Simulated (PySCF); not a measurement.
Trend along group 12: MI molecules

MP2 with double-zeta basis sets in PySCF, for the lowest determinant that a PBE0 search found; no spin–orbit coupling. De refers to high-spin ground-configuration atoms.

| M | basis | reference, frozen orbitals | state (unpaired electrons) | Re (Å) | ωe (cm⁻¹) | De (eV) |
| --- | --- | --- | --- | --- | --- | --- |
| Zn | def2-SVP | UHF, 9 | doublet (σ ↑) | 2.506 | 234 | 1.52 |
| Cd | def2-SVP | UHF, 4 | doublet (σ ↑) | 2.667 | 192 | 1.14 |
| Hg | def2-SVP | UHF, 4 | doublet (σ ↑) | 2.874 | 75.9 | 0.16 |

The shortest bond is that of ZnI (2.506 Å), the longest that of HgI (2.874 Å). ZnI is bound most strongly (1.52 eV) and HgI least (0.16 eV).

Down a group the atoms grow and get heavier, so bonds lengthen and wavenumbers fall; this series shows no clear exception.

Correlated steps freeze the inner cores (4 to 9 orbitals); shallow outer-core shells are correlated. Weak bonds: HgI. Basis-set superposition, not corrected here, can be much of De in a small basis, most of all at correlated wavefunction levels. These are scalar-relativistic numbers at best; spin–orbit coupling would shift them, the dissociation energy most. States were picked by a PBE0 search and need not be the measured ground states.
